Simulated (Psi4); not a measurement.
ClMg (SMILES [Mg][Cl]), doublet, geometry from GFN2-xTB (such geometries of metal compounds can be far from the true shape) (the spin is typed, not shown lowest). Base run: SVWN/6-31G** (Psi4 1.11).

The Psi4 input:
```
memory 2 GB

molecule mol {
0 2
Mg   -0.000000   -0.000000   -1.267847
Cl    0.000000    0.000000    0.894951
}

set {
  basis 6-31g**
  reference uks
}

energy('svwn')
print_variables()
```

The base run was repeated with changes; each row names its change, and settings that it needs were set with it.

| change | ΔE vs base (µEh) | SCF cycles | grid points | basis functions |
|---|---|---|---|---|
| base | 0.0 | 8 | 42792 | 38 |
| dft_pruning_scheme = treutler | 92.0 | 8 | 23252 | 38 |
| cholesky_tolerance = 1e-3 (with scf_type cd) | -3913 | 8 | 42792 | 38 |
| scf_initial_accelerator = ediis | 0.0 | 8 | 42792 | 38 |
| scf_type = out_of_core | 7.7 | 8 | 42792 | 38 |
| scf_type = direct | 7.7 | 10 | 42792 | 38 |
| scf_type = dfdirj+cosx | 1.8 | 9 | 42792 | 38 |
| guess = modhuckel | 0.0 | 8 | 42792 | 38 |
| dft_radial_points = 99 | 0.4 | 8 | 56362 | 38 |
| scf_type = disk_df | 0.0 | 8 | 42792 | 38 |
| dft_nuclear_scheme = becke | 5.3 | 8 | 42740 | 38 |
| dft_nuclear_scheme = stratmann | -2.7 | 8 | 40867 | 38 |
| damping_percentage = 50 | 7.9 | 46 | 42792 | 38 |

Open shells are given as the SCF converged; they aren't shown to be the lowest states, and a large step between rows can be another state.
